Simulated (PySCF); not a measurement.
Se(SH)(SeH) (H2SSe2), SMILES S[Se][SeH].

The structure is a stationary point at PBE-D3(BJ)/def2-SVP. The values are those of a single conformer.

Level of theory: PBE-D3(BJ)/def2-SVP (PySCF).

Frequencies are harmonic and unscaled.

Computed normal modes with their intensities:
```json
[
 {"mode": "1", "ν (cm⁻¹)": "124", "IR (km/mol)": "0.1", "moving atoms (share of kinetic energy)": "S 51 %, Se 46 %"},
 {"mode": "2", "ν (cm⁻¹)": "261", "IR (km/mol)": "11.3", "moving atoms (share of kinetic energy)": "Se 99 %"},
 {"mode": "3", "ν (cm⁻¹)": "290", "IR (km/mol)": "9.4", "moving atoms (share of kinetic energy)": "H 96 %"},
 {"mode": "4", "ν (cm⁻¹)": "318", "IR (km/mol)": "17.5", "moving atoms (share of kinetic energy)": "H 95 %"},
 {"mode": "5", "ν (cm⁻¹)": "361", "IR (km/mol)": "14.3", "moving atoms (share of kinetic energy)": "S 70 %, Se 29 %"},
 {"mode": "6", "ν (cm⁻¹)": "685", "IR (km/mol)": "7.2", "moving atoms (share of kinetic energy)": "H 98 %"},
 {"mode": "7", "ν (cm⁻¹)": "774", "IR (km/mol)": "1.5", "moving atoms (share of kinetic energy)": "H 97 %"},
 {"mode": "8", "ν (cm⁻¹)": "2309", "IR (km/mol)": "16.7", "moving atoms (share of kinetic energy)": "H 99 %"},
 {"mode": "9", "ν (cm⁻¹)": "2570", "IR (km/mol)": "1.8", "moving atoms (share of kinetic energy)": "H 97 %"}
]
```
